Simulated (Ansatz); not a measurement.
Li₂Al₄, relaxed as a singlet with RKS r2SCAN-D4/def2-SVP in Ansatz, starting from the GFN2-xTB geometry. Force threshold 0.02 eV/Å.

The restricted singlet is unstable towards broken spin symmetry in Hartree–Fock (as tested in another run); at r2SCAN-D4/def2-SVP this wasn't settled. Another isomer (singlet) lies 0.13 eV lower at PBE0-D4/def2-TZVP; other spin states weren't run for this one.

Start:

```tsv
atom	x (Å)	y (Å)	z (Å)
Li1	-2.327	0.034	1.615
Li2	-2.103	-1.478	-0.354
Al3	1.439	1.787	-1.096
Al4	2.554	-0.340	0.089
Al5	0.203	0.627	1.020
Al6	0.233	-0.631	-1.275
```

```tsv
step	energy (eV)	largest force component (eV/Å)	SCF passes
1	-26782.1630	1.345	102
2	-26782.7881	0.374	53
3	-26782.8847	0.265	45
4	-26782.9583	0.291	38
5	-26783.0758	0.374	45
6	-26783.2137	0.474	38
7	-26783.3598	0.321	43
8	-26783.5126	0.351	42
9	-26783.7164	0.366	40
10	-26783.9304	0.334	36
11	-26784.1424	0.353	36
12	-26784.3170	0.268	34
13	-26784.4344	0.238	35
14	-26784.5228	0.165	34
15	-26784.5877	0.132	34
16	-26784.6442	0.100	33
17	-26784.6956	0.071	34
18	-26784.7288	0.090	35
19	-26784.7512	0.047	33
20	-26784.7595	0.033	34
21	-26784.7664	0.063	34
22	-26784.7673	0.033	31
23	-26784.7680	0.010	30
```

Force components are those of the run's own axes.

End:

Cartesian coordinates in Å:
```
Li -1.2477 1.9766 2.1000
Li -1.7991 -2.3871 -0.9691
Al 0.9443 1.4555 0.6575
Al 2.4970 0.3335 -0.9226
Al -0.9984 -0.1369 0.3736
Al 0.6039 -1.2416 -1.2395
```

Bonds lost: Li1–Li2, Al3–Al6, Al4–Al5 (atoms count from 1). Bonds formed: Li1–Al3, Li2–Al5 (atoms count from 1).

No frequencies were taken in this run, so the end may be a saddle point.

It took 76 s on 4 threads of AMD EPYC 7B13 on a shared host.
